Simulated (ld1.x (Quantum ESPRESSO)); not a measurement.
## Before and after: PAW potential for Bi (Z = 83)

* Element: bismuth (Bi)
* Generator: ld1.x (Quantum ESPRESSO) 7.5
* Type: PAW
* Functional: BP86
* Relativity: scalar-relativistic
* Frozen core: [Xe] 4f14
* Valence charge: 15
* Reference configuration: 5d10 6s2 6p3
* Partial waves: 6s (bound): rcut 1.65, rcutus 2.10 bohr; 6s channel at -0.7 Ry: rcut 1.65, rcutus 2.10 bohr; 6p (bound): rcut 2.20, rcutus 2.35 bohr; 6p channel at 0.2 Ry: rcut 2.20, rcutus 2.35 bohr; 5d (bound): rcut 0.85, rcutus 1.15 bohr; 5d channel at 1.4 Ry: rcut 0.85, rcutus 1.15 bohr
* Local potential: all-electron potential smoothed inside 1.45 bohr (lloc = -1)
* Core correction: a·sin(br)/r model core inside 0.60 bohr
* Augmentation charge: PSQ, radius 0.80 bohr

Change: waves 5d (bound): rcut 0.85, rcutus 1.06 bohr; 5d channel at 1.4 Ry: rcut 0.85, rcutus 1.06 bohr.

Cutoffs: the cutoffs (Ry, on a coarse ladder) from which the occupation-weighted sum of valence levels, in a spherical-Bessel basis at the reference potential, stays within 10 and 1 mRy of its value at 400 Ry; they do not see the model core or the augmentation charge, which bear on the density cutoff. Errors are all-electron minus pseudo energies relative to the spin-unpolarised reference configuration.

Problem. Predict the effect on cutoff, ghosts and configuration errors.

Solution. The potential gets harder (90 Ry and 160 Ry → 100 Ry and 180 Ry); the bound ghosts move from p, s to d, p, s; the errors of the 7 common tests hardly move. A smaller radius makes the pseudo-wave follow the all-electron one further in, where it bends more sharply, so more plane waves are needed.

```tsv
quantity	base	changed
cutoff, loose	90 Ry	100 Ry
cutoff, tight	160 Ry	180 Ry
loose cutoff by channel (10 mRy a level)	s 6 Ry, p 6 Ry, d 70 Ry	s 6 Ry, p 6 Ry, d 80 Ry
bound ghosts	s, p	d, s, p
error for 5d10 6s2 6p2, meV [ΔE 8.07 eV]	-3.8	-3.9
error for 5d10 6s2 6p1, meV [ΔE 23.50 eV]	-11	-12
error for 5d10 6s2 6p0, meV [ΔE 46.98 eV]	-25	-26
error for 5d10 6s2 6p3.3, meV [ΔE -1.14 eV]	+0.5	+0.5
error for 5d10 6s2 6p2.5, meV [ΔE 3.17 eV]	-1.4	-1.5
error for 5d10 6s1 6p0, meV [ΔE 92.57 eV]	-55	-55
error for 5d10 6s1 6p4, meV [ΔE 10.10 eV]	-2.6	-2.3
s: phases at 2.55 bohr within 0.05 rad from the reference energy up to (Ry; the scan ends near 5)	3.6	3.6
p: phases at 2.55 bohr within 0.05 rad from the reference energy up to (Ry; the scan ends near 5)	to the end of the scan	to the end of the scan
d: phases at 2.55 bohr within 0.05 rad from the reference energy up to (Ry; the scan ends near 5)	to the end of the scan	to the end of the scan
lowest overlap eigenvalue by channel	s 0.24, p 0.39, d 0.77	s 0.24, p 0.39, d 0.75
```

 A true bound ghost makes a file unfit for plane-wave use even where its test errors are small: the radial tests pick states by their node count and pass the ghost by.
